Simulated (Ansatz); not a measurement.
`C#[C][Al]([Cl])[Cl]` and `C=[CH][Al]([Cl])[Cl]` differ in one atom or group.

Ansatz, PBE0-D4/def2-TZVP geometries, multiplicity 1. Each molecule was computed in one conformer, which needn't be the lowest.

```csv
property,`C#[C][Al]([Cl])[Cl]`
size of the dipole moment (ωB97M-V/def2-TZVPP) / D,1.82
LUMO energy (B3LYP/def2-TZVPP) / eV,-1.86
size of the dipole moment (PBE/def2-TZVPP) / D,1.75
zero-point energy (PBE0-D4/def2-TZVP) / kJ/mol,58.2
HOMO energy (ωB97M-V/def2-TZVPP) / eV,-10.93
LUMO energy (PBE/def2-TZVPP) / eV,-2.47
```

Task: What does the change do to each property? (Best estimate.)

Result: The calculation gave: 
| property | `C=[CH][Al]([Cl])[Cl]` | shift |
| --- | --- | --- |
| size of the dipole moment (ωB97M-V/def2-TZVPP) / D | 2.11 | 0.29 |
| LUMO energy (B3LYP/def2-TZVPP) / eV | -1.82 | 0.04 |
| size of the dipole moment (PBE/def2-TZVPP) / D | 2.10 | 0.35 |
| zero-point energy (PBE0-D4/def2-TZVP) / kJ/mol | 119.2 | 61.0 |
| HOMO energy (ωB97M-V/def2-TZVPP) / eV | -10.77 | 0.16 |
| LUMO energy (PBE/def2-TZVPP) / eV | -2.49 | -0.02 |

With PBE0 the HOMO rises by 0.15 eV and the LUMO rises by 0.05 eV, so the gap narrows by about 0.10 eV. PBE moves the HOMO by 0.01 eV and ωB97M-V by 0.16 eV. The zero-point energy changes by 61.0 kJ/mol with +6 modes. Dipoles are sizes alone; their direction can turn.

B3LYP here is the variant with VWN-RPA as its local correlation; programs differ in this.
